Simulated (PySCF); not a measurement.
Start geometry of `C#[C][GeH2][PH][GeH3]` from a GFN2-xTB structure with every atom displaced at random (by about 0.01 Å) (Å):
```
atom  x, y, z in Å
C1     2.027    1.619   -0.763
C2     1.671    0.500   -0.571
Ge3    1.040   -1.257   -0.194
P4    -0.724   -1.356    1.231
Ge5   -2.016    0.261    0.205
H6     2.316    2.637   -0.961
H7     0.791   -1.911   -1.513
H8     2.239   -1.984    0.432
H9    -0.193   -0.464    2.159
H10   -3.140    0.645    1.147
H11   -1.323    1.540   -0.155
H12   -2.648   -0.257   -1.027
```

**Question.** What comes out of this run: PBE0-D3(BJ)/def2-SVP geometry optimisation, gas phase (PySCF 2.14.0)?

**Answer.** 
```
atom  x, y, z in Å
C1     2.0463    1.7697   -0.8724
C2     1.7828    0.6073   -0.6272
Ge3    1.2779   -1.1763   -0.1942
P4    -0.5374   -1.2359    1.2559
Ge5   -1.7631    0.4821    0.2678
H6     2.2822    2.7974   -1.0855
H7     0.8924   -1.8986   -1.4937
H8     2.4715   -1.8773    0.4737
H9     0.0852   -0.3912    2.2259
H10   -3.1154    0.5581    1.0005
H11   -1.0543    1.8427    0.3448
H12   -2.0077    0.1005   -1.2024
```

The energy falls by 20.2 kJ/mol over 12 energy and gradient evaluations, the largest force component goes from 0.0574 to 3.9e-04 Eh/bohr, and the atoms move by 0.264 Å rms after alignment. The bond that changes most is Ge5–H12 (ends: germanium bonded to P and 3 H; Ge–H hydrogen), which lengthens by 0.060 Å. Bonds longer at the end by more than 0.005 Å: 8 of 11; shorter: 0. Among the angles that change most is P4–Ge3–H7, from 114.0° to 108.7°. Among the dihedrals that turn most is H9–P4–Ge5–H12, from 172° to 152°. Rotational constants go from 2231, 898.2, 690.6 to 2159, 909.3, 684.6 MHz. The orientation of the end geometry is arbitrary; only internal coordinates are fixed.

The run used 145 basis functions and 80 SCF cycles in all.

Whether it is a minimum is left open (no frequencies). One conformer, not necessarily the lowest.
